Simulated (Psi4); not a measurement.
Psi4 input (wB97X-D/6-31G*):

```
memory 1500 MB

molecule {
0 1
O    -0.99833100    1.33813000    0.31779800
B    -0.49002000    0.08318600    0.11462000
O    -1.34000000   -0.97632500    0.18243300
P     1.35053900   -0.26493200   -0.40923200
H    -0.35611200    2.05118500    0.27371000
H    -2.24856000   -0.71293500    0.37675800
H     1.94961500    0.68821200    0.45409100
H     1.55372400   -1.36284700    0.45897800
symmetry c1
no_reorient
no_com
}

set {
  basis 6-31G*
  reference rks
  scf_type pk
  dft_radial_points 99
  dft_spherical_points 590
  e_convergence 1e-8
  d_convergence 1e-7
  maxiter 150
}

e = energy('wb97x-d')
print_out(f'\nFINAL {e:.10f} DIPOLE {variable("CURRENT DIPOLE")[0]:.6f} {variable("CURRENT DIPOLE")[1]:.6f} {variable("CURRENT DIPOLE")[2]:.6f}\n')
```

Output:

```
   => Loading Basis Set <=

    Name: 6-31G*
    Role: ORBITAL
    Keyword: BASIS
    atoms 1, 3 entry O          line   145 file 6-31gs.gbs
    atoms 2    entry B          line    94 file 6-31gs.gbs
    atoms 4    entry P          line   292 file 6-31gs.gbs
    atoms 5-8  entry H          line    44 file 6-31gs.gbs

   => WB97X-D: Empirical Dispersion <=

    Chai and Head-Gordon Dispersion Correction
    Chai, J.-D.; Head-Gordon, M. (2010), J. Chem. Phys., 132: 6615-6620

        s6 =       1.000000

         ---------------------------------------------------------
                                   SCF
               by Justin Turney, Rob Parrish, Andy Simmonett
                          and Daniel G. A. Smith
                              RKS Reference
         ---------------------------------------------------------

  ==> Geometry <==

    Molecular point group: c1
    Full point group: C1

    Geometry (in Angstrom), charge = 0, multiplicity = 1:

       Center              X                  Y                   Z               Mass
    ------------   -----------------  -----------------  -----------------  -----------------
         O           -0.998331000000     1.338130000000     0.317798000000    15.994914619570
         B           -0.490020000000     0.083186000000     0.114620000000    11.009305360000
         O           -1.340000000000    -0.976325000000     0.182433000000    15.994914619570
         P            1.350539000000    -0.264932000000    -0.409232000000    30.973761998420
         H           -0.356112000000     2.051185000000     0.273710000000     1.007825032230
         H           -2.248560000000    -0.712935000000     0.376758000000     1.007825032230
         H            1.949615000000     0.688212000000     0.454091000000     1.007825032230
         H            1.553724000000    -1.362847000000     0.458978000000     1.007825032230

  Running in c1 symmetry.

  Rotational constants: A =      0.31887  B =      0.13434  C =      0.09636 [cm^-1]
  Rotational constants: A =   9559.48625  B =   4027.50603  C =   2888.86235 [MHz]
  Nuclear repulsion =  148.659437556614336

  Charge       = 0
  Multiplicity = 1
  Electrons    = 40
  Nalpha       = 20
  Nbeta        = 20

  ==> Algorithm <==

  SCF Algorithm Type is PK.
  DIIS enabled.
  MOM disabled.
  Fractional occupation disabled.
  Guess Type is SAD.
  Energy threshold   = 1.00e-08
  Density threshold  = 1.00e-07
  Integral threshold = 1.00e-12

  ==> Primary Basis <==

  Basis Set: 6-31G*
    Blend: 6-31G*
    Number of shells: 34
    Number of basis functions: 72
    Number of Cartesian functions: 72
    Spherical Harmonics?: false
    Max angular momentum: 2

  ==> DFT Potential <==

   => LibXC <=

    Version 7.1.2
    S. Lehtola, C. Steigemann, M. J. T. Oliveira, and M. A. L. Marques,  SoftwareX 7, 1–5 (2018) (10.1016/j.softx.2017.11.002)

   => Composite Functional: WB97X-D <=

    wB97X-D Hyb-GGA Exchange-Correlation Functional

    J.-D. Chai and M. Head-Gordon,  Phys. Chem. Chem. Phys. 10, 6615–6620 (2008) (10.1039/B810189B)

    Deriv               =              1
    GGA                 =           TRUE
    Meta                =          FALSE

    Exchange Hybrid     =           TRUE
    MP2 Hybrid          =          FALSE

   => Exchange-Correlation Functionals <=

    1.0000   wB97X-D range-separated functional

   => Exact (HF) Exchange <=

    0.7780            HF,LR [omega = 0.2000]
    0.2220               HF

   => LibXC Density Thresholds  <==

    XC_HYB_GGA_XC_WB97X_D:  1.00E-14

   => Molecular Quadrature <=

    Radial Scheme          =       TREUTLER
    Pruning Scheme         =           NONE
    Nuclear Scheme         =       TREUTLER

    Blocking Scheme        =         OCTREE
    BS radius alpha        =              1
    Pruning alpha          =              1
    Radial Points          =             99
    Spherical Points       =            590
    Total Points           =         442628
    Total Blocks           =           3172
    Max Points             =            256
    Max Functions          =             71
    Weights Tolerance      =       1.00E-15

  ==> Integral Setup <==

  Using in-core PK algorithm.
   Calculation information:
      Number of atoms:                   8
      Number of AO shells:              34
      Number of primitives:             88
      Number of atomic orbitals:        72
      Number of basis functions:        72

      Integral cutoff                 1.00e-12
      Number of threads:                 1

  Performing in-core PK
  Using 10363518 doubles for integral storage.
  We computed 165839 shell quartets total.
  Whereas there are 177310 unique shell quartets.

  Computing range-separated integrals for PK
  We computed 165839 wK shell quartets total.
  Whereas there are 177310 wK unique shell quartets.

  ==> DiskJK: Disk-Based J/K Matrices <==

    J tasked:                  Yes
    K tasked:                  Yes
    wK tasked:                 Yes
    Omega:               2.000E-01
    Schwarz Cutoff:          1E-12


  Cached 100.0% of DFT collocation blocks in 0.757 [GiB].

  Minimum eigenvalue in the overlap matrix is 5.4711066420E-03.
  Reciprocal condition number of the overlap matrix is 8.4977583709E-04.
    Using symmetric orthogonalization.

  ==> Pre-Iterations <==

  SCF Guess: Superposition of Atomic Densities via on-the-fly atomic UHF (no occupation information).

   -------------------------
    Irrep   Nso     Nmo
   -------------------------
     A         72      72
   -------------------------
    Total      72      72
   -------------------------

  ==> Iterations <==

                        Total Energy        Delta E     RMS |[F,P]|

   @RKS iter SAD:  -518.30431002457669   -5.18304e+02   0.00000e+00
   @RKS iter   1:  -518.86626370307897   -5.61954e-01   1.00136e-02 ADIIS/DIIS
   @RKS iter   2:  -518.88027690994011   -1.40132e-02   1.03583e-02 ADIIS/DIIS
   @RKS iter   3:  -519.07078518346839   -1.90508e-01   6.78030e-04 ADIIS/DIIS
   @RKS iter   4:  -519.07207845193386   -1.29327e-03   1.56370e-04 ADIIS/DIIS
   @RKS iter   5:  -519.07219140168661   -1.12950e-04   3.47077e-05 DIIS
   @RKS iter   6:  -519.07219738930291   -5.98762e-06   2.04312e-05 DIIS
   @RKS iter   7:  -519.07219862924683   -1.23994e-06   6.62156e-06 DIIS
   @RKS iter   8:  -519.07219880243815   -1.73191e-07   1.69618e-06 DIIS
   @RKS iter   9:  -519.07219881609751   -1.36594e-08   3.13172e-07 DIIS
   @RKS iter  10:  -519.07219881681669   -7.19183e-10   6.51964e-08 DIIS
  Energy and wave function converged.

  ==> Post-Iterations <==

   Electrons on quadrature grid:
      Ntotal   =   39.9999997636 ; deviation = -2.364e-07

    Orbital Energies [Eh]
    ---------------------

    Doubly Occupied:

       1A    -77.215953     2A    -19.295599     3A    -19.287241
       4A     -6.910067     5A     -6.654191     6A     -4.802274
       7A     -4.800686     8A     -4.797219     9A     -1.147139
      10A     -1.112987    11A     -0.739665    12A     -0.663455
      13A     -0.632410    14A     -0.514759    15A     -0.483910
      16A     -0.468306    17A     -0.454596    18A     -0.410927
      19A     -0.406635    20A     -0.332387

    Virtual:

      21A      0.100190    22A      0.112513    23A      0.143741
      24A      0.160783    25A      0.195379    26A      0.226287
      27A      0.299072    28A      0.323178    29A      0.393244
      30A      0.397525    31A      0.466594    32A      0.508892
      33A      0.535326    34A      0.631015    35A      0.660742
      36A      0.762590    37A      0.773142    38A      0.776916
      39A      0.830603    40A      0.837394    41A      0.889896
      42A      0.900338    43A      0.923782    44A      1.005329
      45A      1.055287    46A      1.079764    47A      1.124551
      48A      1.153598    49A      1.241150    50A      1.265405
      51A      1.329420    52A      1.341292    53A      1.388363
      54A      1.520397    55A      1.582906    56A      1.689920
      57A      1.723400    58A      1.825034    59A      1.847429
      60A      1.857479    61A      2.189606    62A      2.288042
      63A      2.410311    64A      2.427767    65A      2.544858
      66A      2.725920    67A      2.879690    68A      2.930566
      69A      3.505700    70A      3.658046    71A      3.920903
      72A      3.976463

    Final Occupation by Irrep:
              A
    DOCC [    20 ]
    NA   [    20 ]
    NB   [    20 ]

  @RKS Final Energy:  -519.07219881681669

   => Energetics <=

    Nuclear Repulsion Energy =            148.6594375566143356
    One-Electron Energy =               -1010.8233725887605488
    Two-Electron Energy =                 375.8180118452296483
    DFT Exchange-Correlation Energy =     -32.7243100504635649
    Empirical Dispersion Energy =          -0.0019655794364633
    VV10 Nonlocal Energy =                  0.0000000000000000
    Total Energy =                       -519.0721988168166945

Computation Completed

Properties will be evaluated at   0.000000,   0.000000,   0.000000 [a0]

Properties computed using the SCF density matrix

 Multipole Moments:

 ------------------------------------------------------------------------------------
     Multipole            Electronic (a.u.)      Nuclear  (a.u.)        Total (a.u.)
 ------------------------------------------------------------------------------------

 L = 1.  Multiply by 2.5417464519 to convert [e a0] to [Debye]
 Dipole X            :         -0.2650348            0.0000076           -0.2650272
 Dipole Y            :          0.6393723            0.0000094            0.6393818
 Dipole Z            :          0.4760109            0.0000094            0.4760204
 Magnitude           :                                                    0.8400261

 ------------------------------------------------------------------------------------

FINAL -519.0721988168 DIPOLE -0.265027 0.639382 0.476020

*** Psi4 exiting successfully. Buy a developer a beer!
```

The geometry given is a B3LYP-D3(BJ)/def2-TZVP minimum.
